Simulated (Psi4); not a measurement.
F$_{4}$S, triplet, at a GFN2-xTB geometry (a higher spin typed on purpose: for a closed-shell molecule this is an excited state); Psi4 with CCSD(T)/STO-3G.

The Psi4 input:
```
memory 2 GB

molecule mol {
0 3
  F    -0.887484    1.443104    0.284116
  S     0.000000   -0.000000   -0.000000
  F    -1.007418   -0.354655   -1.345447
  F     1.007418    0.354655    1.345447
  F     0.887484   -1.443104   -0.284116
}

set basis sto-3g
set reference uhf

energy('ccsd(t)')
print_variables()
```

The log (banner, timings and long lists left out):

```
   => Loading Basis Set <=

    Name: STO-3G
    Role: ORBITAL
    Keyword: BASIS

         ---------------------------------------------------------
                                   SCF
               by Justin Turney, Rob Parrish, Andy Simmonett
                          and Daniel G. A. Smith
                              UHF Reference
         ---------------------------------------------------------

  ==> Geometry <==

    Molecular point group: c2h
    Full point group: C2h

    Geometry (in Angstrom), charge = 0, multiplicity = 3:

       Center              X                  Y                   Z               Mass
    ------------   -----------------  -----------------  -----------------  -----------------
         F            0.409969455342     1.668179832097     0.000000000000    18.998403162730
         S            0.000000000000     0.000000000000     0.000000000000    31.972071174400
         F            1.668179849130    -0.409969287281     0.000000000000    18.998403162730
         F           -1.668179849130     0.409969287281     0.000000000000    18.998403162730
         F           -0.409969455342    -1.668179832097     0.000000000000    18.998403162730

  Running in c2h symmetry.

  Rotational constants: A =      0.15035  B =      0.15035  C =      0.07517 [cm^-1]
  Rotational constants: A =   4507.29332  B =   4507.29243  C =   2253.64644 [MHz]
  Nuclear repulsion =  272.965637809781185

  Charge       = 0
  Multiplicity = 3
  Electrons    = 52
  Nalpha       = 27
  Nbeta        = 25

  ==> Algorithm <==

  SCF Algorithm Type is PK.
  DIIS enabled.
  MOM disabled.
  Fractional occupation disabled.
  Guess Type is SAD.
  Energy threshold   = 1.00e-08
  Density threshold  = 1.00e-08
  Integral threshold = 1.00e-12

  ==> Primary Basis <==

  Basis Set: STO-3G
    Blend: STO-3G
    Number of shells: 17
    Number of basis functions: 29
    Number of Cartesian functions: 29
    Spherical Harmonics?: true
    Max angular momentum: 1

  ==> Integral Setup <==

  Using in-core PK algorithm.
   Calculation information:
      Number of atoms:                   5
      Number of AO shells:              17
      Number of primitives:             51
      Number of atomic orbitals:        29
      Number of basis functions:        29

      Integral cutoff                 1.00e-12
      Number of threads:                 1

  Performing in-core PK
  Using 189660 doubles for integral storage.
  We computed 9556 shell quartets total.
[...]
  @UHF Final Energy:  -784.91693858178269
    Total Energy =                       -784.9169385817826878
[...]
     10  22   0   0         0.0533117754
     10  21   1   0         0.0533117726
     10  23   1   0         0.0529249052
     10  24   0   0         0.0529249043

    SCF energy       (wfn)                    = -784.916938581782688
    Reference energy (file100)                = -784.916938581786781

    Opposite-spin MP2 correlation energy      =   -0.102033582438549
    Same-spin MP2 correlation energy          =   -0.033116315603454
    Singles MP2 correlation energy            =   -0.000000000000000
    MP2 correlation energy                    =   -0.135149898042003
      * MP2 total energy                      = -785.052088479828740

    Opposite-spin CCSD correlation energy     =   -0.123515810503154
    Same-spin CCSD correlation energy         =   -0.050097450869037
    Singles CCSD correlation energy           =   -0.000000000000000
    CCSD correlation energy                   =   -0.173613261372191
      * CCSD total energy                     = -785.090551843159005

            **************************
            *                        *
            *        CCTRIPLES       *
            *                        *
            **************************

    Wave function   =    CCSD_T
    Reference wfn   =      UHF

    Nuclear Rep. energy (wfn)                =  272.965637809781185
    SCF energy          (wfn)                = -784.916938581782688
    Reference energy    (file100)            = -784.916938581786781
    CCSD energy         (file100)            =   -0.173613261372191
    Total CCSD energy   (file100)            = -785.090551843159005

    Number of ijk index combinations:
    Spin Case AAA:                                2925
    Spin Case BBB:                                2300
    Spin Case AAB:                                8775
    Spin Case ABB:                                8100
    AAA (T) energy                             =    0.000000000000000
    BBB (T) energy                             =   -0.000752069513625
    AAB (T) energy                             =   -0.003466676474020
    ABB (T) energy                             =   -0.018785065872276
    (T) energy                                   =   -0.023003811859922
      * CCSD(T) total energy                     = -785.113555655018899

  Variable Map:
  ----------------------------------------------------------------------------
[...]
  Array Variable Map:
  ----------------------------------------------------------------------------
[...]
[...]
```
